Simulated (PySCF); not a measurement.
r2SCAN0 on V⁻ (vanadium, charge -1), [Ar] 3d4 4s2, high-spin 5D determinant. Calculation: PySCF 2.14, in aug-cc-pVTZ with one added diffuse shell each of s, p, d, f, g type (9s8p6d4f3g, 118 functions); no relativity, point nucleus.

```
cycle= 1 E= -943.888155838607  delta_E= -0.0159  |g|= 0.0297  |ddm|= 3.69
cycle= 2 E= -943.889885813192  delta_E= -0.00173  |g|= 0.0193  |ddm|= 0.42
cycle= 3 E= -943.890177948454  delta_E= -0.000292  |g|= 0.0173  |ddm|= 0.163
cycle= 4 E= -943.890385304911  delta_E= -0.000207  |g|= 0.00321  |ddm|= 0.243
cycle= 5 E= -943.890407280652  delta_E= -2.2e-05  |g|= 0.00136  |ddm|= 0.295
cycle= 6 E= -943.890424950783  delta_E= -1.77e-05  |g|= 0.000373  |ddm|= 0.179
cycle= 7 E= -943.89042570988  delta_E= -7.59e-07  |g|= 0.000177  |ddm|= 0.0168
cycle= 8 E= -943.89042588976  delta_E= -1.8e-07  |g|= 6.5e-05  |ddm|= 0.0132
cycle= 9 E= -943.890425909279  delta_E= -1.95e-08  |g|= 1.29e-05  |ddm|= 0.0062
cycle= 10 E= -943.890425910028  delta_E= -7.49e-10  |g|= 7.07e-06  |ddm|= 0.00118
converged SCF energy = -943.890425910028  <S^2> = 6.2438412  2S+1 = 5.0966032
```

Highest occupied orbital energy: 0.572 eV; ⟨L²⟩ = 6.03; populations by l: s 8.00, p 12.00, d 4.00, f 0.00.

(1) Can this result be used?

## Answers

(1) With care. Self-consistency was reached. ⟨S²⟩ = 6.24 against 6.00 shows spin contamination. At r2SCAN0 the highest occupied level has a positive energy, so only the finite basis holds that electron; in a semilocal or global hybrid functional this comes from self-interaction and does not mean that the real anion is unbound.
